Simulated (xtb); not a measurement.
Zr(OEt)(H)3 (C₂H₈OZr), SMILES CC[O][ZrH3], multiplicity 1. All values are semi-empirical tight-binding results from xtb (GFN2-xTB unless named), good for trends rather than for accurate numbers. Geometry optimised at GFN2-xTB. The multiplicity is an assumed one; other spin states were not compared. Other conformers were not sampled.

Optimised geometry:

Bonded distances (Å): Zr1–O2 1.886, Zr1–C3 2.828, Zr1–H10 1.881, Zr1–H11 1.881, Zr1–H12 1.871, O2–C3 1.397, C3–C4 1.529, C3–H5 1.116, C3–H6 1.117, C4–H7 1.088, C4–H8 1.086, C4–H9 1.088. Bond angles (°): O2–Zr1–C3 25.8, O2–Zr1–H10 106.3, O2–Zr1–H11 106.2, O2–Zr1–H12 101.3, C3–Zr1–H10 92.6, C3–Zr1–H11 91.8, C3–Zr1–H12 127.1, H10–Zr1–H11 111.2, H10–Zr1–H12 115.2, H11–Zr1–H12 115.4, Zr1–O2–C3 118.2, Zr1–C3–O2 36.0, Zr1–C3–C4 146.5, Zr1–C3–H5 90.2, Zr1–C3–H6 88.3, O2–C3–C4 110.5, O2–C3–H5 109.2, O2–C3–H6 109.2, C4–C3–H5 109.2, C4–C3–H6 109.2, H5–C3–H6 109.6, C3–C4–H7 109.3, C3–C4–H8 110.6, C3–C4–H9 109.3, H7–C4–H8 109.5, H7–C4–H9 108.7, H8–C4–H9 109.4.

The geometry has at least one imaginary mode, so it is a saddle point at that level.

For metal compounds this method's bond lengths and energies can be far off.

```
Item           Value
-----------  -------
orbital gap  3.40 eV
```

**Question.** Give the atomic charges and the Wiberg bond orders between heavy atoms. (Estimate from the structure and the level; the computed values follow.)

**Answer.** charges (e) Zr1 1.14, O2 -0.48, C3 0.10, C4 -0.12, H5 0.06, H6 0.06, H7 0.07, H8 0.05, H9 0.07, H10 -0.32, H11 -0.32, H12 -0.30. Bond orders Zr1–O2 1.01, O2–C3 1.00, C3–C4 1.00.
